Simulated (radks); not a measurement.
Question: The mean radii <r> (bohr) of the occupied orbitals of an atom or ion are listed with their occupations. Calculated with a radial shooting solver on a logarithmic mesh with Libxc functionals: non-relativistic Kohn-Sham, LDA (Slater exchange, Perdew-Wang correlation), spin-polarised, spherical densities, point nucleus.

orbital  occ.      <r>
1s up       1  0.01917
1s down     1  0.01917
2s up       1  0.08076
2s down     1  0.08076
2p up       3  0.06823
2p down     3  0.06823
3s up       1   0.2039
3s down     1   0.2039
3p up       3   0.1942
3p down     3   0.1942
3d up       5   0.1696
3d down     5   0.1696
4s up       1   0.4492
4s down     1   0.4492
4p up       3   0.4532
4p down     3   0.4532
4d up       5   0.4612
4d down     5   0.4612
4f up       7   0.4868
4f down     7   0.4868
5s up       1    1.027
5s down     1    1.026
5p up       3    1.119
5p down     3    1.118
5d up       5    1.589
5d down     5    1.572
6s up       1    3.296

Name the element and its charge. Open shells, if any, are filled with parallel spins first.

Answer: Z = 79, gold, charge 0: Au in [Xe] 4f14 5d10 6s1. The 1s radius gives Z: for a bare nucleus <r> = 1.5/Z, 0.01899 bohr for Z = 79, and screening makes it slightly larger (0.01917 here). The occupations add up to 79, and the charge is Z minus that.
